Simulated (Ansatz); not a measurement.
Molecule: AgCl, net charge 0, triplet state. The spin state was set by rule; other spins were not relaxed. 
Coordinates optimised at B3LYP-D3(BJ)/def2-TZVP (Ansatz, a program for electronic structure):
```xyz
2

Ag     0.0000     0.0000    -0.6711
Cl     0.0000     0.0000     1.8553
```
Charge 0, spin multiplicity 3.

**Question.** Give the harmonic wavenumbers at B3LYP-D3(BJ)/def2-TZVP (Ansatz, finite differences of forces, unscaled).

**Answer.** 141 cm⁻¹. Zero-point energy 0.2 kcal/mol.

**Question.** From these and the geometry, give the ideal-gas thermochemistry at 298.15 K and 1 atm (rigid rotor, harmonic oscillator).

**Answer.** Point group C∞v, rotational symmetry number 1. Rotational constants 2.968, 2.968 GHz. S(trans) 40.79, S(rot) 17.18, S(vib) 2.80, S(elec, spin only) 2.18, S 63.0 cal/(mol K). H(298) - H(0) 2.49 kcal/mol; G - E(el) -16.1 kcal/mol.
